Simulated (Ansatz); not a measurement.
Ideal-gas functions of Br2Cl2Si, SMILES `Cl[Si](Cl)(Br)Br` at 600 K and 1 bar, from an Ansatz frequency run at PBE0-D4/def2-TZVP.

Molar mass 258.8 g/mol, point group C2v (symmetry number 2), electronic degeneracy 1, moments of inertia 490.026, 706.556, 810.736 u Å². Harmonic wavenumbers (cm⁻¹, unscaled): 105, 117, 171, 178, 180, 327, 508, 576, 614.

Use S(trans) = R[1.5 ln M + 2.5 ln T − 1.1517]; rotational temperatures θ = 24.2544 K / I; S(rot) = R[ln(√π/σ · √(T³/θAθBθC)) + 1.5]; for each mode x = 1.438777 ν̃/T, S = R[x/(eˣ − 1) − ln(1 − e⁻ˣ)] and H = RT x/(eˣ − 1); 1 cm⁻¹ = 0.0119627 kJ/mol; R = 8.31446 J/(mol·K).

Question: By hand: the entropy, in J/(mol·K).

Answer: Translation 192.7. Rotation: θ = 0.0495, 0.0343, 0.0299 K, giving 132.4. Vibration, mode by mode: 19.80, 18.91, 15.78, 15.46, 15.36, 10.55, 7.17, 6.26, 5.81, in all 115.1. Electronic 0.0. Sum 440.2 J/(mol·K).

Question: By hand: H − E and G − E in kJ/mol, counted from the electronic energy.

Answer: Zero-point energy ½ × 2776 × 0.0119627 = 16.6; thermal vibration 31.1; translation, rotation and pV give 4 RT = 20.0. H − E = 67.7 kJ/mol, and G − E = 67.7 − 600 × 440.2/1000 = -196.4 kJ/mol.

Vibration gives 26 % of the entropy, 38.7 J/(mol·K) of it from the modes under 150 cm⁻¹: soft modes count most, and the harmonic formula is weakest for them.
